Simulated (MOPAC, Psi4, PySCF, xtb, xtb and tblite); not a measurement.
Two geometries of SMILES CO[Si](C)(OC)OC (C₄H₁₂O₃Si), relaxed at GFN2-xTB with one dihedral held; other torsions can differ between them too.

Structure A

```
20

C      2.0143    -1.2889    -0.3877
O      0.6423    -1.0178    -0.2629
Si    -0.0912     0.4234    -0.1164
C     -1.9028     0.0558    -0.5409
O      0.6732     1.4499    -1.1170
C      0.4680     2.8294    -1.2581
O      0.0623     1.1217     1.3592
C     -0.3993     0.6341     2.5891
H      2.1185    -2.3396    -0.6608
H      2.4591    -0.6611    -1.1602
H      2.5305    -1.1046     0.5574
H     -2.0305    -0.1633    -1.5954
H     -2.5348     0.9061    -0.3011
H     -2.2747    -0.7983     0.0152
H     -0.4866     3.0234    -1.7526
H      1.2795     3.2225    -1.8714
H      0.4709     3.3225    -0.2854
H     -1.4904     0.6700     2.6307
H      0.0140     1.2688     3.3740
H     -0.0774    -0.3974     2.7471
```

Structure B

```
20

C      1.0369    -1.8094    -1.1331
O      0.7599    -0.9342    -0.0756
Si    -0.1082     0.4385    -0.1129
C     -1.9333     0.1205    -0.5785
O      0.6246     1.4328    -1.1681
C      0.3618     2.7889    -1.3994
O      0.0385     1.1222     1.3537
C     -0.2648     0.5606     2.6005
H      0.1263    -2.3173    -1.4595
H      1.4636    -1.2690    -1.9791
H      1.7536    -2.5477    -0.7721
H     -2.0350    -0.1659    -1.6219
H     -2.5454     1.0055    -0.4261
H     -2.3659    -0.6776     0.0190
H     -0.6029     2.9126    -1.8975
H      1.1534     3.1741    -2.0429
H      0.3500     3.3446    -0.4610
H     -1.3457     0.4541     2.7199
H      0.1197     1.2328     3.3683
H      0.2018    -0.4196     2.7054
```

**Question.** Which is lower in energy at the level PBE0-D3(BJ)/def2-TZVP // GFN2-xTB (Psi4 1.11), and by how much?

**Answer.** A is lower, by 1.07 kcal/mol (dihedral O5–Si3–O2–C1: 40° in A, -60° in B).

E(B) − E(A) in kcal/mol at the other levels, on the same two geometries: GFN2-xTB (xtb and tblite) -0.90; PBE0/def2-TZVP // GFN2-xTB (Psi4) 1.09; PBE/def2-TZVP // GFN2-xTB (Psi4) 1.25; PBE-D3(BJ)/def2-TZVP // GFN2-xTB (Psi4) 1.22; r2SCAN/def2-TZVP // GFN2-xTB (Psi4) 1.07; AM1, restricted, heats of formation // GFN2-xTB (MOPAC) 3.12; PM7, restricted, heats of formation // GFN2-xTB (MOPAC) 1.73; GFN1-xTB // GFN2-xTB (xtb) -0.67; restricted B3LYP/6-31G*, spherical d, density fitting // GFN2-xTB (PySCF) 1.51; restricted MP2 (frozen core)/3-21G // GFN2-xTB (PySCF) 3.08; restricted Hartree-Fock/STO-3G // GFN2-xTB (PySCF) 1.41; restricted M06-2X/6-31G*, spherical d, density fitting // GFN2-xTB (PySCF) 1.27.
